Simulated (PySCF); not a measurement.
# F$_{3}$Si, SMILES `F[Si](F)F` (charge 0, multiplicity 2)

These are PBE0-D3(BJ)/def2-TZVP in PySCF values and carry that method's errors.

* **highest occupied spin orbital**: -7.87 eV
* **dipole moment**: 0.239 e·Å
* **total energy**: -588.9087 Ha
* **cost**: about 100 core-seconds (a rough figure)

Bond lengths (Å): F1–Si2 1.581, Si2–F3 1.581, Si2–F4 1.581. Bond angles (°): F1–Si2–F3 107.9, F1–Si2–F4 107.9, F3–Si2–F4 107.9.
Charge 0, spin multiplicity 2.
